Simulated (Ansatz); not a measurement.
H2Sb (SMILES [SbH2]) moved off its minimum; all values from Ansatz (a first-principles code), cores frozen in correlated methods. Open shells are unrestricted. Elements past Kr take the def2 small-core potentials, without spin–orbit coupling.
(charge 0, multiplicity 2)
```xyz
3

Sb     0.01225     0.07809     0.01193
H     -1.20059    -1.16249    -0.05567
H      1.22200    -1.17035    -0.06552
```

Forces at MP2/def2-TZVPPD (eV/Å):

```json
[
 {"atom": "Sb1", "Fx": "0.034", "Fy": "-0.765", "Fz": "-0.045"},
 {"atom": "H2", "Fx": "0.229", "Fy": "0.364", "Fz": "0.020"},
 {"atom": "H3", "Fx": "-0.262", "Fy": "0.401", "Fz": "0.024"}
]
```

### Question
Give the forces (eV/Å), the total energy and the dipole at CCSD(T)/def2-TZVPPD.

### Answer

```json
[
 {"atom": "Sb1", "Fx": "0.033", "Fy": "-0.478", "Fz": "-0.028"},
 {"atom": "H2", "Fx": "0.099", "Fy": "0.221", "Fz": "0.013"},
 {"atom": "H3", "Fx": "-0.133", "Fy": "0.257", "Fz": "0.015"}
]
```
Energy -240.5446 hartree, dipole 0.35 D.
